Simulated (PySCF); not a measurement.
**Ionisation energy of Sn⁺ by level of theory**

Sn⁺ [Kr] 4d10 5s2 5p1 (2P) → Sn²⁺ [Kr] 4d10 5s2 (1S), as a difference of total energies. All numbers are calculated (PySCF 2.14, scalar relativity by spin-free X2C-1e, in ANO-RCC-VTZP (7s6p4d2f1g, 68 functions)). Correlated levels: valence: [Kr] 4d10 frozen; valence and next inner shell: [Ar] 3d10 frozen. The calculations carry no spin-orbit coupling.

Problem. Order these methods by the ionisation energy they give, lowest first.
A. LDA
B. M06-L
C. BLYP
D. PBE

Solution. B (13.983 eV), C (14.152 eV), D (14.225 eV), A (14.422 eV).

A first-order spin-orbit estimate (lowest level to lowest level, LS coupling) adds 0.307 eV.

Errors of the correlated levels include the incompleteness of this basis and the frozen core.

For comparison: 14.633 eV (measured; NIST Atomic Spectra Database, ionization energies).
